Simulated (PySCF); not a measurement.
Isomers of C5H3O3 (doublet state). Computed, not measured: PBE0-D3(BJ)/def2-SVP geometry optimisation, gas phase in PySCF 2.14.0. Energies are electronic, without zero-point or thermal terms, for one conformer each. No frequencies were run at this level. Point groups hold within 0.08 Å. The open-shell SCF solutions weren't tested for stability.

Task: Order them by energy at this level, lowest first, and give relative energies in kcal/mol.
A. `[O:1]=[C:2]([OH:3])[c:4]1[c:5][cH:6][o:7][cH:8]1` (doublet state) with O1–C2–O3–H 0°, O1–C2–C4–C5 180°
B. `[O:1]=[C:2]([OH:3])[c:4]1[c:5][o:6][cH:7][cH:8]1` (doublet state) with O1–C2–O3–H 0°, O1–C2–C4–C5 0°
C. `[O:1]=[C:2]([OH:3])[c:4]1[cH:5][cH:6][c:7][o:8]1` (doublet state) with O1–C2–O3–H 0°, O1–C2–C4–C5 179°
D. `[O:1]=[C:2]([OH:3])[c:4]1[cH:5][c:6][cH:7][o:8]1` (doublet state) with O1–C2–O3–H 0°, O1–C2–C4–C5 180°

Result: C (0.0), D (0.3), A (0.6), B (0.6).

Neighbours under 5.0 kcal/mol apart (O=C(O)c1cc[c]o1 and O=C(O)c1c[c]co1; O=C(O)c1c[c]co1 and O=C(O)c1[c]coc1; O=C(O)c1[c]coc1 and O=C(O)c1[c]occ1) can change places with a better method, another conformer or zero-point energy.

```json
{"SMILES": "O=C(O)c1cc[c]o1", "E (Eh)": "-417.15019", "E rel (kcal/mol)": "0.0", "dipole (D)": "2.89", "point group": "Cs", "A, B, C (MHz)": "5419, 1683, 1284", "⟨S²⟩": "0.765"}
{"SMILES": "O=C(O)c1c[c]co1", "E (Eh)": "-417.14969", "E rel (kcal/mol)": "0.3", "dipole (D)": "1.77", "point group": "Cs", "A, B, C (MHz)": "5357, 1706, 1294", "⟨S²⟩": "0.760"}
{"SMILES": "O=C(O)c1[c]coc1", "E (Eh)": "-417.14930", "E rel (kcal/mol)": "0.6", "dipole (D)": "1.23", "point group": "Cs", "A, B, C (MHz)": "5677, 1542, 1213", "⟨S²⟩": "0.761"}
{"SMILES": "O=C(O)c1[c]occ1", "E (Eh)": "-417.14928", "E rel (kcal/mol)": "0.6", "dipole (D)": "2.82", "point group": "Cs", "A, B, C (MHz)": "5630, 1546, 1213", "⟨S²⟩": "0.766"}
```
